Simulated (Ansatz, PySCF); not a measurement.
Gas-phase reaction in SMILES: F[CH]Br → F[CH-]Br (an electron is taken up)

Wanted: adiabatic electron affinity (electronic), in eV. Positive where the reaction releases energy. Terms: non-relativistic; frozen cores in correlated levels (noble-gas shells and the d and f shells of earlier blocks); UHF or UKS for open shells; spin-orbit terms left out; LANL2DZ with its own core potentials from Na on; dispersion terms only where a functional's name holds one; 6-31G* and kin with 6d, 5d where marked. First-principles rows: single points at B3LYP-D3(BJ) geometries (Ansatz, a first-principles code). Sets without +, aug- or the D of def2-TZVPD hold no diffuse functions, which anions need.

```tsv
level	program	adiabatic electron affinity (electronic) (eV)
HF/3-21G	Ansatz	0.19
SVWN5/6-31G*	Ansatz	0.68
PBE/STO-3G	Ansatz	-3.54
PBE/3-21G	Ansatz	0.53
BLYP/6-31G* with LANL2DZ past Ar	Ansatz	0.93
BP86/6-31G* with LANL2DZ past Ar (5d)	PySCF	1.09
B3LYP/STO-3G	Ansatz	-3.28
B3LYP/6-31G*	Ansatz	0.93
B3LYP/6-31G**	Ansatz	0.93
B3LYP/6-31G* with LANL2DZ past Ar	Ansatz	1.10
PBE0/6-31G*	Ansatz	0.73
M06-2X/6-31G* with LANL2DZ past Ar (5d)	PySCF	1.18
MP2/3-21G	Ansatz	0.20
B3LYP/def2-TZVPD	Ansatz	1.39
```

No value to compare with is used here. The 13 habitual levels span -3.54 (PBE/STO-3G) to 1.18 eV (M06-2X/6-31G* with LANL2DZ past Ar (5d)); B3LYP/def2-TZVPD gives 1.39.

The levels are drawn from those run, B3LYP/6-31G* more often than the rest, none by its result; left out are runs that failed, that the program found above a lower state of the same kind, or whose <S^2> lies over 0.5 above the pure value.
